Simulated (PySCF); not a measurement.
Zn⁺: ionisation energy

Zn⁺ [Ar] 3d10 4s1 (2S) → Zn²⁺ [Ar] 3d10 (1S), as a difference of total energies. Calculation: PySCF 2.14, in cc-pVTZ-DK (7s6p4d2f1g, 68 functions); scalar relativity by spin-free X2C-1e. Correlated levels: valence: [Ar] frozen. The calculations carry no spin-orbit coupling.

| method | ionisation energy (eV) | error (eV) |
| --- | --- | --- |
| UHF | 16.858 | -1.106 |
| MN15 | 17.981 | +0.017 |
| PBE | 18.721 | +0.757 |
| MP2 (valence) | 17.765 | -0.199 |
| SCS-MP2 (valence) | 17.611 | -0.353 |

Reference: 17.964 eV (measured; NIST Atomic Spectra Database, ionization energies).

Errors of the correlated levels include the incompleteness of this basis and the frozen core.
